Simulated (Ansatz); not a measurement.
A short molecular-dynamics run on Cs8Cl8 (started as a model of: 1x4x4 CsCl rock-salt block).

```yaml
crystal:
  periodic: [false, false, false]
  atoms:
    - {symbol: Cs, position_ang: [0.326341, -4.844230, -4.831771]}
    - {symbol: Cl, position_ang: [-0.224523, -4.940938, -1.691074]}
    - {symbol: Cs, position_ang: [0.424708, -5.004434, 1.629502]}
    - {symbol: Cl, position_ang: [-0.024725, -4.818975, 4.803050]}
    - {symbol: Cl, position_ang: [-0.178812, -1.696265, -4.912356]}
    - {symbol: Cs, position_ang: [-1.018239, -1.607039, -1.589258]}
    - {symbol: Cl, position_ang: [0.052146, -1.647364, 1.629991]}
    - {symbol: Cs, position_ang: [-0.390675, -1.634497, 4.980846]}
    - {symbol: Cs, position_ang: [0.401738, 1.636160, -4.977864]}
    - {symbol: Cl, position_ang: [-0.075317, 1.646900, -1.632131]}
    - {symbol: Cs, position_ang: [1.006166, 1.604619, 1.583394]}
    - {symbol: Cl, position_ang: [0.198989, 1.697325, 4.913689]}
    - {symbol: Cl, position_ang: [0.045035, 4.821069, -4.797782]}
    - {symbol: Cs, position_ang: [-0.446900, 5.003414, -1.630073]}
    - {symbol: Cl, position_ang: [0.213762, 4.938944, 1.688206]}
    - {symbol: Cs, position_ang: [-0.309673, 4.845291, 4.833630]}
basis:
  gaussian: {orbitals: def2-SVP}
hamiltonian: {xc: {name: revPBE}, dispersion: d3bj}
md: {timestep: 0.5 fs, n_steps: 12, ensemble: nvt_langevin, temperature: 1000, initial_velocities: maxwell_boltzmann, friction: 0.01, seed: 61}
scf: {omitted_lower_state_checks: [starts]}
```

```sh
$ ansatz run in.yaml --threads 4 --pin off --events-out ev --progress --plain --max-ram 6963MiB
```

```
step  time (fs)  potential energy (eV)  kinetic (eV)  T (K)
   0        0.0           -104553.7872        1.9389    938
   1        0.5           -104553.7868        1.8770    908
   2        1.0           -104553.7862        1.9040    921
   3        1.5           -104553.7855        1.9287    933
   4        2.0           -104553.7847        1.8889    913
   5        2.5           -104553.7836        1.7304    837
   6        3.0           -104553.7823        1.6808    813
   7        3.5           -104553.7810        1.6337    790
   8        4.0           -104553.7795        1.6325    789
   9        4.5           -104553.7779        1.6102    779
  10        5.0           -104553.7760        1.6802    812
  11        5.5           -104553.7738        1.7300    836
  12        6.0           -104553.7714        1.7142    829
```

Velocities are drawn at the set temperature; a run this short doesn't reach equilibrium. Under Langevin dynamics the printed temperature counts 3N degrees of freedom, so it starts below the set value.

In the def2 sets Cs takes a core potential; there is no spin–orbit coupling.

Frames (Å, forces in eV/Å):

```xyz
16
time=0.0 fs
Cs    0.326   -4.844   -4.832    0.023   -0.076   -0.074
Cl   -0.225   -4.941   -1.691   -0.009   -0.067    0.019
Cs    0.425   -5.004    1.630    0.038   -0.074   -0.025
Cl   -0.025   -4.819    4.803   -0.003   -0.080    0.077
Cl   -0.179   -1.696   -4.912   -0.006    0.019   -0.064
Cs   -1.018   -1.607   -1.589   -0.071    0.010    0.014
Cl    0.052   -1.647    1.630    0.004    0.011   -0.013
Cs   -0.391   -1.634    4.981   -0.035    0.025    0.072
Cs    0.402    1.636   -4.978    0.036   -0.025   -0.072
Cl   -0.075    1.647   -1.632   -0.005   -0.011    0.014
Cs    1.006    1.605    1.583    0.070   -0.010   -0.016
Cl    0.199    1.697    4.914    0.006   -0.020    0.064
Cl    0.045    4.821   -4.798    0.004    0.082   -0.076
Cs   -0.447    5.003   -1.630   -0.039    0.074    0.024
Cl    0.214    4.939    1.688    0.009    0.066   -0.020
Cs   -0.310    4.845    4.834   -0.021    0.075    0.074
16
time=0.5 fs
Cs    0.327   -4.845   -4.830    0.024   -0.080   -0.077
Cl   -0.224   -4.939   -1.691   -0.010   -0.069    0.021
Cs    0.426   -5.004    1.629    0.039   -0.076   -0.029
Cl   -0.024   -4.819    4.800   -0.004   -0.077    0.083
Cl   -0.182   -1.700   -4.913   -0.005    0.030   -0.066
Cs   -1.019   -1.607   -1.592   -0.072    0.008    0.018
Cl    0.050   -1.649    1.630    0.004    0.018   -0.014
Cs   -0.392   -1.634    4.980   -0.036    0.020    0.072
Cs    0.404    1.637   -4.979    0.035   -0.039   -0.071
Cl   -0.076    1.644   -1.634   -0.003   -0.005    0.016
Cs    1.004    1.605    1.585    0.068   -0.013   -0.019
Cl    0.198    1.697    4.914    0.006   -0.015    0.064
Cl    0.041    4.818   -4.796    0.004    0.089   -0.080
Cs   -0.447    5.002   -1.630   -0.040    0.073    0.027
Cl    0.217    4.942    1.687    0.008    0.064   -0.013
Cs   -0.309    4.847    4.835   -0.020    0.072    0.068
16
time=1.0 fs
Cs    0.328   -4.846   -4.828    0.025   -0.084   -0.080
Cl   -0.223   -4.937   -1.690   -0.010   -0.071    0.023
Cs    0.428   -5.003    1.629    0.040   -0.079   -0.033
Cl   -0.023   -4.820    4.798   -0.005   -0.074    0.089
Cl   -0.185   -1.704   -4.914   -0.004    0.041   -0.069
Cs   -1.021   -1.607   -1.594   -0.074    0.005    0.021
Cl    0.049   -1.652    1.629    0.004    0.025   -0.015
Cs   -0.392   -1.633    4.979   -0.036    0.014    0.072
Cs    0.407    1.638   -4.980    0.034   -0.052   -0.071
Cl   -0.078    1.640   -1.635    0.000    0.002    0.019
Cs    1.003    1.605    1.586    0.067   -0.015   -0.023
Cl    0.198    1.696    4.915    0.005   -0.008    0.064
Cl    0.037    4.815   -4.794    0.004    0.095   -0.084
Cs   -0.448    5.001   -1.629   -0.041    0.071    0.031
Cl    0.219    4.944    1.687    0.007    0.062   -0.007
Cs   -0.309    4.848    4.837   -0.018    0.068    0.062
16
time=1.5 fs
Cs    0.329   -4.847   -4.826    0.026   -0.088   -0.083
Cl   -0.221   -4.935   -1.690   -0.010   -0.073    0.026
Cs    0.430   -5.002    1.629    0.041   -0.081   -0.037
Cl   -0.022   -4.820    4.795   -0.006   -0.070    0.094
Cl   -0.189   -1.708   -4.914   -0.003    0.052   -0.071
Cs   -1.022   -1.607   -1.596   -0.075    0.002    0.024
Cl    0.047   -1.654    1.629    0.005    0.032   -0.016
Cs   -0.393   -1.632    4.979   -0.036    0.007    0.072
Cs    0.409    1.639   -4.982    0.033   -0.064   -0.070
Cl   -0.079    1.636   -1.636    0.002    0.009    0.020
Cs    1.001    1.606    1.587    0.065   -0.017   -0.026
Cl    0.198    1.695    4.916    0.004   -0.001    0.064
Cl    0.033    4.812   -4.792    0.004    0.100   -0.089
Cs   -0.448    4.999   -1.629   -0.042    0.069    0.035
Cl    0.222    4.947    1.686    0.007    0.060    0.000
Cs   -0.308    4.849    4.839   -0.016    0.064    0.056
16
time=2.0 fs
Cs    0.330   -4.849   -4.824    0.027   -0.092   -0.087
Cl   -0.220   -4.933   -1.690   -0.010   -0.075    0.029
Cs    0.432   -5.002    1.629    0.042   -0.083   -0.041
Cl   -0.022   -4.821    4.793   -0.007   -0.065    0.100
Cl   -0.193   -1.712   -4.915   -0.002    0.063   -0.074
Cs   -1.024   -1.606   -1.598   -0.077   -0.002    0.027
Cl    0.045   -1.656    1.629    0.005    0.039   -0.016
Cs   -0.394   -1.630    4.978   -0.036   -0.001    0.072
Cs    0.412    1.640   -4.983    0.032   -0.077   -0.069
Cl   -0.081    1.632   -1.637    0.005    0.017    0.022
Cs    1.000    1.606    1.588    0.064   -0.020   -0.029
Cl    0.199    1.694    4.917    0.004    0.005    0.064
Cl    0.028    4.809   -4.790    0.005    0.105   -0.095
Cs   -0.448    4.998   -1.629   -0.043    0.067    0.040
Cl    0.225    4.950    1.685    0.006    0.057    0.006
Cs   -0.308    4.850    4.841   -0.014    0.061    0.050
16
time=2.5 fs
Cs    0.331   -4.850   -4.822    0.028   -0.097   -0.090
Cl   -0.219   -4.931   -1.690   -0.010   -0.077    0.032
Cs    0.433   -5.001    1.629    0.042   -0.085   -0.045
Cl   -0.021   -4.822    4.791   -0.008   -0.060    0.105
Cl   -0.196   -1.716   -4.915    0.000    0.074   -0.077
Cs   -1.025   -1.606   -1.600   -0.079   -0.005    0.031
Cl    0.043   -1.658    1.628    0.005    0.046   -0.016
Cs   -0.395   -1.629    4.977   -0.036   -0.009    0.071
Cs    0.415    1.642   -4.984    0.031   -0.088   -0.067
Cl   -0.082    1.629   -1.638    0.007    0.025    0.023
Cs    0.998    1.606    1.589    0.062   -0.022   -0.032
Cl    0.199    1.693    4.918    0.003    0.009    0.064
Cl    0.024    4.807   -4.787    0.006    0.110   -0.101
Cs   -0.448    4.997   -1.628   -0.044    0.065    0.046
Cl    0.228    4.952    1.685    0.005    0.055    0.013
Cs   -0.308    4.851    4.842   -0.013    0.059    0.045
16
time=3.0 fs
Cs    0.331   -4.850   -4.821    0.030   -0.101   -0.094
Cl   -0.219   -4.929   -1.690   -0.010   -0.079    0.036
Cs    0.435   -5.001    1.629    0.043   -0.087   -0.050
Cl   -0.021   -4.824    4.789   -0.009   -0.054    0.110
Cl   -0.200   -1.720   -4.915    0.001    0.085   -0.080
Cs   -1.027   -1.606   -1.602   -0.081   -0.009    0.034
Cl    0.041   -1.660    1.627    0.006    0.052   -0.016
Cs   -0.396   -1.628    4.976   -0.036   -0.017    0.070
Cs    0.417    1.643   -4.985    0.029   -0.099   -0.066
Cl   -0.084    1.625   -1.639    0.010    0.033    0.024
Cs    0.997    1.607    1.590    0.061   -0.025   -0.034
Cl    0.199    1.693    4.918    0.003    0.013    0.064
Cl    0.020    4.804   -4.784    0.006    0.114   -0.108
Cs   -0.449    4.996   -1.628   -0.046    0.063    0.052
Cl    0.230    4.954    1.684    0.005    0.054    0.018
Cs   -0.308    4.851    4.844   -0.011    0.057    0.040
16
time=3.5 fs
Cs    0.332   -4.851   -4.819    0.031   -0.104   -0.098
Cl   -0.218   -4.927   -1.690   -0.010   -0.082    0.040
Cs    0.437   -5.001    1.629    0.043   -0.089   -0.054
Cl   -0.020   -4.825    4.787   -0.010   -0.048    0.114
Cl   -0.204   -1.724   -4.916    0.002    0.094   -0.083
Cs   -1.029   -1.606   -1.604   -0.083   -0.012    0.037
Cl    0.039   -1.663    1.627    0.006    0.058   -0.015
Cs   -0.397   -1.627    4.975   -0.036   -0.025    0.070
Cs    0.419    1.643   -4.986    0.028   -0.109   -0.065
Cl   -0.085    1.621   -1.640    0.012    0.041    0.025
Cs    0.995    1.607    1.591    0.060   -0.027   -0.037
Cl    0.200    1.693    4.919    0.003    0.017    0.064
Cl    0.016    4.802   -4.781    0.007    0.118   -0.114
Cs   -0.449    4.995   -1.628   -0.047    0.061    0.057
Cl    0.233    4.956    1.683    0.004    0.052    0.024
Cs   -0.308    4.852    4.845   -0.010    0.055    0.035
16
time=4.0 fs
Cs    0.332   -4.852   -4.817    0.032   -0.108   -0.102
Cl   -0.218   -4.926   -1.690   -0.010   -0.084    0.046
Cs    0.438   -5.001    1.629    0.044   -0.091   -0.059
Cl   -0.020   -4.827    4.785   -0.011   -0.043    0.119
Cl   -0.207   -1.727   -4.916    0.003    0.104   -0.085
Cs   -1.031   -1.606   -1.606   -0.085   -0.015    0.040
Cl    0.037   -1.665    1.626    0.007    0.064   -0.016
Cs   -0.398   -1.625    4.974   -0.036   -0.033    0.070
Cs    0.422    1.644   -4.987    0.027   -0.119   -0.064
Cl   -0.087    1.616   -1.641    0.015    0.050    0.026
Cs    0.994    1.608    1.591    0.058   -0.030   -0.039
Cl    0.200    1.692    4.920    0.002    0.022    0.063
Cl    0.012    4.800   -4.779    0.007    0.122   -0.120
Cs   -0.449    4.994   -1.627   -0.048    0.059    0.062
Cl    0.235    4.959    1.683    0.003    0.050    0.029
Cs   -0.308    4.853    4.847   -0.008    0.052    0.030
16
time=4.5 fs
Cs    0.333   -4.853   -4.816    0.034   -0.112   -0.106
Cl   -0.217   -4.924   -1.691   -0.010   -0.086    0.051
Cs    0.440   -5.000    1.630    0.044   -0.092   -0.063
Cl   -0.019   -4.828    4.784   -0.012   -0.037    0.122
Cl   -0.211   -1.731   -4.917    0.004    0.114   -0.088
Cs   -1.033   -1.606   -1.608   -0.087   -0.020    0.042
Cl    0.035   -1.667    1.626    0.008    0.069   -0.016
Cs   -0.399   -1.624    4.973   -0.035   -0.041    0.070
Cs    0.424    1.645   -4.988    0.026   -0.130   -0.063
Cl   -0.089    1.612   -1.641    0.017    0.059    0.027
Cs    0.992    1.608    1.592    0.057   -0.032   -0.041
Cl    0.200    1.692    4.920    0.002    0.026    0.063
Cl    0.008    4.797   -4.776    0.008    0.127   -0.126
Cs   -0.449    4.993   -1.627   -0.049    0.057    0.068
Cl    0.237    4.961    1.682    0.003    0.048    0.034
Cs   -0.307    4.854    4.848   -0.007    0.050    0.026
16
time=5.0 fs
Cs    0.333   -4.854   -4.814    0.035   -0.116   -0.111
Cl   -0.217   -4.923   -1.692   -0.010   -0.088    0.057
Cs    0.442   -5.000    1.630    0.044   -0.094   -0.067
Cl   -0.018   -4.830    4.783   -0.013   -0.032    0.125
Cl   -0.215   -1.735   -4.917    0.005    0.123   -0.090
Cs   -1.035   -1.606   -1.610   -0.089   -0.024    0.044
Cl    0.033   -1.669    1.625    0.008    0.075   -0.015
Cs   -0.399   -1.623    4.972   -0.035   -0.049    0.070
Cs    0.426    1.646   -4.988    0.025   -0.142   -0.063
Cl   -0.090    1.608   -1.642    0.019    0.068    0.028
Cs    0.991    1.609    1.592    0.056   -0.034   -0.042
Cl    0.200    1.691    4.921    0.002    0.031    0.062
Cl    0.003    4.794   -4.774    0.008    0.132   -0.132
Cs   -0.449    4.992   -1.627   -0.051    0.055    0.074
Cl    0.239    4.963    1.681    0.002    0.046    0.039
Cs   -0.308    4.855    4.849   -0.005    0.047    0.022
16
time=5.5 fs
Cs    0.334   -4.855   -4.813    0.036   -0.119   -0.115
Cl   -0.216   -4.921   -1.693   -0.010   -0.090    0.064
Cs    0.443   -4.999    1.630    0.044   -0.096   -0.072
Cl   -0.017   -4.831    4.782   -0.014   -0.027    0.129
Cl   -0.219   -1.738   -4.918    0.006    0.133   -0.093
Cs   -1.037   -1.606   -1.612   -0.092   -0.028    0.046
Cl    0.030   -1.671    1.624    0.009    0.082   -0.014
Cs   -0.400   -1.622    4.971   -0.035   -0.057    0.070
Cs    0.429    1.647   -4.989    0.024   -0.154   -0.062
Cl   -0.093    1.603   -1.643    0.022    0.078    0.029
Cs    0.989    1.609    1.592    0.054   -0.037   -0.044
Cl    0.200    1.690    4.921    0.001    0.037    0.062
Cl   -0.001    4.792   -4.771    0.008    0.138   -0.138
Cs   -0.450    4.991   -1.627   -0.052    0.052    0.080
Cl    0.242    4.966    1.681    0.002    0.045    0.043
Cs   -0.308    4.856    4.851   -0.004    0.044    0.018
16
time=6.0 fs
Cs    0.334   -4.857   -4.812    0.038   -0.122   -0.119
Cl   -0.216   -4.919   -1.694   -0.010   -0.092    0.070
Cs    0.445   -4.999    1.631    0.044   -0.099   -0.077
Cl   -0.016   -4.833    4.781   -0.015   -0.022    0.133
Cl   -0.224   -1.742   -4.918    0.007    0.141   -0.096
Cs   -1.039   -1.606   -1.613   -0.094   -0.032    0.048
Cl    0.028   -1.673    1.623    0.010    0.088   -0.014
Cs   -0.401   -1.620    4.970   -0.035   -0.063    0.069
Cs    0.431    1.649   -4.990    0.023   -0.166   -0.062
Cl   -0.095    1.599   -1.645    0.025    0.088    0.031
Cs    0.988    1.610    1.592    0.053   -0.040   -0.046
Cl    0.201    1.690    4.921    0.001    0.042    0.061
Cl   -0.005    4.789   -4.768    0.008    0.144   -0.144
Cs   -0.450    4.991   -1.626   -0.053    0.050    0.086
Cl    0.245    4.968    1.681    0.001    0.043    0.046
Cs   -0.308    4.857    4.852   -0.003    0.041    0.014
```

It took 5.8 min on 4 threads of Arm Neoverse V2 on a shared host, peak host memory 1.3 GiB.
